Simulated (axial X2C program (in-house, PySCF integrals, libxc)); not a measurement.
## Outer orbitals of MnS⁺ at 2.150 Å, LDA

Calculated with an in-house all-electron X2C program for linear molecules (integrals from PySCF). Spin-free means the one-electron spin-free X2C Hamiltonian; two-component (2c) means X2C with spin–orbit coupling and atomic mean-field two-electron Coulomb and Gaunt terms, so the difference of the two also holds small scalar two-electron terms. Basis: Mn dyall-cv3z [9s10p6d3f2g], S dyall-av3z [9s8p3d2f] (cores contracted in-house); Gaussian nuclei, density fitting, unrestricted open shells. Masses: Mn 54.938 u, S 31.972 u.

The distance is close to the 2c PBE0 minimum; the highest filled and lowest empty levels are listed.

Spin-free orbitals, state M_S = 2, Λ = 1 (beyond evenly filled blocks: σα, π+α, δ+α, δ-α) (Löwdin shares):

```tsv
symmetry	occupied	ε (eV)	atomic character
σβ	yes	-23.25	79% S s, 8% Mn p, 8% Mn d
σα	yes	-22.84	78% S s, 9% Mn d, 8% Mn p
σα	yes	-15.19	67% Mn d, 26% S p, 5% S s
π+α	yes	-14.87	88% Mn d, 10% S p
π-α	yes	-14.87	88% Mn d, 10% S p
δ-α	yes	-14.74	100% Mn d
δ+α	yes	-14.74	100% Mn d
σβ	yes	-14.10	70% S p, 17% Mn d, 7% Mn s
π-β	yes	-13.21	73% S p, 23% Mn d, 3% Mn p
π+β	yes	-13.21	73% S p, 23% Mn d, 3% Mn p
σα	yes	-13.11	44% S p, 28% Mn s, 24% Mn d
π+α	yes	-11.98	79% S p, 13% Mn d, 7% Mn p
π-α	no	-11.98	79% S p, 13% Mn d, 7% Mn p
δ-β	no	-10.82	99% Mn d
δ+β	no	-10.82	99% Mn d
σβ	no	-10.61	67% Mn d, 20% Mn s, 10% S p
```

A filled and an empty partner (Λ and −Λ, same spin) share one energy because the functional has no current term.

Spinors with spin–orbit coupling (state Ω = 1):

| ω | occupied | ε (eV) | atomic character | λ mixture |
| --- | --- | --- | --- | --- |
| -1/2 | yes | -23.25 | 79% S s, 8% Mn p, 8% Mn d | 100% σ |
| 1/2 | yes | -22.84 | 78% S s, 9% Mn d, 8% Mn p | 100% σ |
| 1/2 | yes | -15.19 | 67% Mn d, 26% S p, 5% S s | 100% σ |
| -1/2 | yes | -14.89 | 88% Mn d, 10% S p | 100% π |
| 3/2 | yes | -14.85 | 88% Mn d, 10% S p | 100% π |
| -3/2 | yes | -14.78 | 100% Mn d | 100% δ |
| 5/2 | yes | -14.70 | 100% Mn d | 100% δ |
| -1/2 | yes | -14.10 | 70% S p, 17% Mn d, 7% Mn s | 100% σ |
| 1/2 | yes | -13.24 | 72% S p, 23% Mn d, 3% Mn p | 96% π, 4% σ |
| -3/2 | yes | -13.19 | 73% S p, 23% Mn d, 3% Mn p | 100% π |
| 1/2 | yes | -13.10 | 45% S p, 27% Mn s, 24% Mn d | 96% σ, 4% π |
| -1/2 | yes | -12.00 | 79% S p, 13% Mn d, 7% Mn p | 100% π |
| 3/2 | no | -11.95 | 79% S p, 13% Mn d, 7% Mn p | 100% π |
| 3/2 | no | -10.86 | 99% Mn d | 100% δ |
| -5/2 | no | -10.78 | 99% Mn d | 100% δ |
| -1/2 | no | -10.61 | 67% Mn d, 20% Mn s, 10% S p | 100% σ |

(1) How does the gap between the highest filled and lowest empty level change from the spin-free to the 2c table?

Mulliken charges and populations of the two-component result (they depend on the basis, above all on diffuse functions):

Mn 1.00 e (s 6.50 p 12.11 d 5.38), S 0.00 e (s 5.98 p 9.95 d 0.06 f 0.01). ⟨Lz⟩ = -1.00 ħ and ⟨Sz⟩ = 2.00 ħ (2.30 and -0.30 on the two atoms), which add up to Ω.

The state is one determinant whose occupation by symmetry is held fixed; it was picked as the lowest of a PBE0 search that is not exhaustive. Density functionals use the spin component along the axis (collinear). PBE0 can misorder states that lie within some tenths of an eV, so this need not be the ground state of the molecule. The nearest other spin-free determinant of the search, M_S = 3, Λ = 1, lies 0.34 eV up at the distance of the search. Without a current term, density functionals place determinants with orbital angular momentum somewhat too high. With several unpaired electrons one determinant need not be a pure state. Open-shell Ω = 0 determinants with evenly filled partner blocks cannot be reached by this program, so the Ω shown need not be the lowest component. The determinant is spin-polarised beyond a pure state at some levels (its spin-free form has ⟨S²⟩ too high), which makes Re and μ there less reliable.

Answers

(1) From 0.00 to 0.05 eV at LDA, a change of 0.05 eV.
